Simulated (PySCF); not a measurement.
## Calculated data, FH4Si2

Calculation on a computer-drawn molecule: optimised geometry and harmonic frequencies of an isolated molecule of the commonest isotopes, restricted reference for singlets and unrestricted otherwise, frozen core in MP2. Program: PySCF 2.14.0.

### FH4Si2

Start structure:
```xyz
7
FH4Si2
F     -1.1422     0.0103     2.0485
Si    -0.6556     0.9430     0.8060
Si     0.6348    -0.3409    -0.7017
H      0.0823     2.0870     1.3922
H     -0.2001    -1.4300    -1.2561
H      1.8304    -0.9232    -0.0480
H      1.0643     0.5571    -1.7998
```

| Quantity | Value |
| --- | --- |
| charge | 0 |
| multiplicity | 2 |
| method | MP2 |
| basis | cc-pV(D+d)Z |
| rotational constants | 17.62, 3.268, 2.888 GHz |
| total energy | -680.0213 hartree |
| spin squared | 0.7571 |
| convergence status largest gradient component | 1.236e-05 hartree/bohr |

Drawn bonds:
```
atom  other atom  order
   1           2      1
   2           3      1
   2           4      1
   3           5      1
   3           6      1
   3           7      1
```

Optimised structure:
```xyz
7
FH4Si2
F     -1.1661     0.0111     2.0657
Si    -0.6511     0.9357     0.8047
Si     0.6365    -0.3414    -0.6973
H      0.0923     2.0897     1.3765
H     -0.1962    -1.4312    -1.2588
H      1.8407    -0.9286    -0.0578
H      1.0578     0.5680    -1.7919
```

Modes:
```
frequency (cm⁻¹)  reduced mass (dalton)
           107.5                    1.2
           155.6                  5.397
           411.7                  1.057
             418                  4.559
           535.3                  1.384
           650.3                  1.235
           799.5                  1.305
           851.3                   3.74
           917.4                  1.197
           966.2                  1.034
           974.9                  1.041
            2249                  1.042
            2270                  1.024
            2283                   1.05
            2293                  1.049
```
